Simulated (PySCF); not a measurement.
A small calculation by hand: chemical shift, span and skew from a shielding tensor

Si(Me)(Cl)3 (CH₃Cl₃Si), SMILES C[Si](Cl)(Cl)Cl. Atoms are numbered in the order given.

```xyz
8

C      0.0000     0.0000     2.1096
Si     0.0000     0.0000     0.2562
Cl     1.6747    -0.9669    -0.4648
Cl    -1.6747    -0.9669    -0.4648
Cl     0.0000     1.9338    -0.4648
H      0.8956     0.5171     2.4865
H     -0.8956     0.5171     2.4865
H      0.0000    -1.0342     2.4865
```

Geometry optimised at B3LYP-D3(BJ)/def2-SVP. The isomer is the one that the SMILES or the coordinates give; other isomers of the formula were not compared.

GIAO shieldings from PBE/pcSseg-1 (PySCF), non-relativistic, no solvent. The symmetric part of the tensor of C1 has the principal values 156.9, 156.9, 185.6 ppm. The same nucleus in TMS has σ = 182.0 ppm at this level (PySCF, at its B3LYP-D3(BJ)/def2-TZVP geometry). Without spin–orbit terms, shifts of atoms bonded to Cl or Br come out too high.

Problem. Work out the isotropic shielding, the ¹³C shift against TMS, the span and the skew.

Solution. 
σ(iso) = (σ11 + σ22 + σ33)/3 = 166.5 ppm. δ = σ(ref) − σ(iso) = 182.0 − (166.5) = 15.5 ppm.
Span Ω = σ33 − σ11 = 28.7 ppm. Skew κ = 3(σ(iso) − σ22)/Ω = 1.00, an axial tensor. Tumbling in solution averages the tensor to δ; in a static solid the shielding alone would spread this spin-1/2 line over Ω.
